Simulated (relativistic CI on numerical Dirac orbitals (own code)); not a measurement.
Crystal-field levels of Pd5+, 4d5

Calculated by Dirac-Coulomb-Breit CI, KLI orbitals optimised for each configuration, model QED (radiative potential, 1s self-energy scaled to tabulated hydrogen-like ionisation energies), valence Slater integrals scaled by 0.85, one configuration in a parametric crystal field (own radial code).

Field parameters in Wybourne normalisation: Oh B⁴₀ = 21Dq, B⁴₄ = √(5/14) B⁴₀. The field is a parameter set, without covalency.

S is read from ⟨S²⟩ = S(S + 1).

Levels (cm⁻¹, degeneracy): 0 (2), 19 (4), 10442 (2), 13441 (4), 14671 (4), 15311 (2), 16945 (4), 16992 (2), 20609 (2), 20627 (2), 20759 (4), 21098 (4).

Which field gives this pattern?
A. Oh, 10Dq = 32700 cm⁻¹
B. Oh, 10Dq = 16550 cm⁻¹
C. Oh, 10Dq = 40600 cm⁻¹
D. Oh, 10Dq = 24500 cm⁻¹

B. Oh, 10Dq = 16550 cm⁻¹, ground level with S = 2.46.
